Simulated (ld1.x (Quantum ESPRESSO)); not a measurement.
# Ce: one change to an RRKJ potential, before and after

| Item | Value |
| --- | --- |
| Element | Ce |
| Generator | ld1.x (Quantum ESPRESSO) 7.5 |
| Type | norm-conserving RRKJ (Kleinman–Bylander form) |
| Functional | PBE |
| Relativity | scalar-relativistic |
| Frozen core | [Kr] 4d10 |
| Valence charge | 12 |
| Reference configuration | 4f1 5s2 5p6 5d1 6s0 6p0 (charge +2) |
| Partial waves | 5p (bound): rc 2.45 bohr; 5d (bound): rc 2.50 bohr; 4f (bound): rc 0.85 bohr; 5s (bound): rc 1.90 bohr |
| Local potential | the s channel |
| Core correction | none |

All-electron outer shells of the reference configuration (PBE, scalar-relativistic, ld1.x):

```
shell  level (eV)  outermost node (bohr)  outermost maximum (bohr)
   4p     -223.93                   0.33                      0.62
   4d     -123.35                   0.31                      0.66
   5s      -53.37                   0.75                      1.37
   5p      -35.93                   0.81                      1.55
   4f      -18.18                      –                      0.71
   5d      -14.85                   0.92                      2.07
   6s      -13.76                   1.79                      3.37
   6p      -10.08                   2.09                      4.06
```

Change: wave 5d (bound): rc 2.50 bohr becomes 5d (bound): rc 2.20 bohr.

Cutoffs: the cutoffs (Ry, on a coarse ladder) from which the occupation-weighted sum of valence levels, in a spherical-Bessel basis at the reference potential, stays within 10 and 1 mRy of its value at 400 Ry; they do not see the model core or the augmentation charge, which bear on the density cutoff. Errors are all-electron minus pseudo energies relative to the spin-unpolarised reference configuration.

Predict the effect on cutoff, ghosts and configuration errors.

The potential gets neither clearly harder nor softer (260 Ry and 300 Ry → 260 Ry and 300 Ry); the f channel sets the loose cutoff, while the largest relative change is in d, which becomes harder; of the 7 tests that both files solve, the error grows in 1 and shrinks in 0 by more than 15 % and 0.3 meV (median size 434.2 → 432.2 meV); neither file shows a bound ghost.

```csv
quantity,base,changed
"cutoff, loose",260 Ry,260 Ry
"cutoff, tight",300 Ry,300 Ry
loose cutoff by channel (10 mRy a level),"p 15 Ry, d 10 Ry, f 260 Ry, s 35 Ry","p 15 Ry, d 12 Ry, f 260 Ry, s 35 Ry"
bound ghosts,none,none
"error for 4f1 5s2 5p6 5d1 6s2 6p0, meV [ΔE -17.15 eV]",+319,+319
"error for 4f1 5s2 5p6 5d1 6s1 6p0, meV [ΔE -11.08 eV]",+219,+219
"error for 4f1 5s2 5p6 5d0 6s0 6p0, meV [ΔE 19.18 eV]",-0.6,-2.7
"error for 4f0 5s2 5p6 5d2 6s2 6p0, meV [ΔE -12.35 eV]",+732,+730
"error for 4f1 5s2 5p6 5d0 6s2 6p1, meV [ΔE -14.86 eV]",+434,+432
"error for 4f1 5s2 5p6 5d0 6s2 6p0, meV [ΔE -10.75 eV]",+495,+493
"error for 4f1 5s1 5p6 5d1 6s2 6p0, meV [ΔE 28.58 eV]",+651,+652
```
